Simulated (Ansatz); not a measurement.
PBE exchange is replaced step by step with exact exchange (0 % is PBE, 25 % PBE0; no dispersion term), basis def2-TZVP, Ansatz. System: Al4⁺ (the lowest doublet isomer of a short search). Charge 1, multiplicity 2. Geometry: PBE-D4/def2-TZVP.

Geometry of the doublet:

```tsv
atom	x (Å)	y (Å)	z (Å)
Al1	2.199	0.157	0.528
Al2	0.309	-0.750	-1.064
Al3	-0.309	0.751	1.063
Al4	-2.199	-0.159	-0.527
```

At PBE-D4/def2-TZVP, PBE with 5 % exact exchange/def2-TZVP, PBE with 10 % exact exchange/def2-TZVP, PBE with 15 % exact exchange/def2-TZVP and others the charge 1 doublet is spin-contaminated (final ⟨S²⟩ up to 1.49, 0.75 for a pure state). The geometry of the doublet was relaxed on an unsound state (⟨S²⟩ 1.07, where a pure state has 0.75). At PBE0-D4/def2-TZVP a quartet of charge 1 lies 0.17 eV below the doublet, each at its own geometry. The structure comes from a short search, and lower isomers may exist.

HOMO and LUMO are taken over both spins.

```
exact exchange (%)  HOMO (eV)  LUMO (eV)  gap (eV)   ⟨S²⟩
                 0      -9.03      -8.51      0.52  1.069
                 5      -9.16      -8.35      0.81  1.104
                15      -9.43      -8.04      1.39  1.170
                25      -9.70      -7.76      1.94  1.234
                35      -9.97      -7.55      2.42  1.295
                50     -10.38      -7.18      3.20  1.492
```

**Question.** Estimate the row for 10 %.

**Answer.** 
```tsv
exact exchange (%)	HOMO (eV)	LUMO (eV)	gap (eV)	⟨S²⟩
10	-9.29	-8.19	1.10	1.138
```
